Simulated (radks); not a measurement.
Problem. All-electron atom: Te+ in [Kr] 4d10 5s2 5p3. Calculated with a radial shooting solver on a logarithmic mesh with Libxc functionals: scalar-relativistic Kohn-Sham, r2SCAN, spin-polarised, spherical densities, finite nucleus; open shells are filled with parallel spins first (spin-orbit coupling, left out, can overturn this in heavy ions); meta-GGA in the generalised Kohn-Sham scheme; Fermi nuclear charge, rms radius 4.7423 fm. Some entries of the table are withheld. Estimate them.

| orbital | occ. | eigenvalue (eV) | r(max) (bohr) |
|---|---|---|---|
| 1s up | 1 | -31693.54 | 0.01794 |
| 1s down | 1 | -31693.40 | 0.01794 |
| 2s up | 1 | -4884.234 | 0.1013 |
| 2s down | 1 | -4884.222 | 0.1013 |
| 2p up | 3 | -4382.410 | 0.08125 |
| 2p down | 3 | -4382.325 | 0.08125 |
| 3s up | 1 | -985.6957 | 0.2922 |
| 3s down | 1 | -985.6256 | 0.2922 |
| 3p up | 3 | -821.4610 | 0.2860 |
| 3p down | 3 | -821.3644 | 0.2860 |
| 3d up | 5 | -573.5512 | 0.2383 |
| 3d down | 5 | -573.4512 | 0.2383 |
| 4s up | 1 | -177.4991 | 0.7016 |
| 4s down | 1 | -177.2647 | 0.7020 |
| 4p up | 3 | -126.3544 | 0.7381 |
| 4p down | 3 | -126.1513 | 0.7387 |
| 4d up | 5 | -51.6566 | 0.8102 |
| 4d down | 5 | -51.3073 | 0.8104 |
| 5s up | 1 | (1) | 1.795 |
| 5s down | 1 | (2) | 1.770 |
| 5p up | 3 | (3) | 2.110 |
| 5p down | 0 | (4) | 2.083 |

Solution. 
(1) 5s up eigenvalue (eV): -25.0722
(2) 5s down eigenvalue (eV): -21.9789
(3) 5p up eigenvalue (eV): -14.9843
(4) 5p down eigenvalue (eV): -11.5541
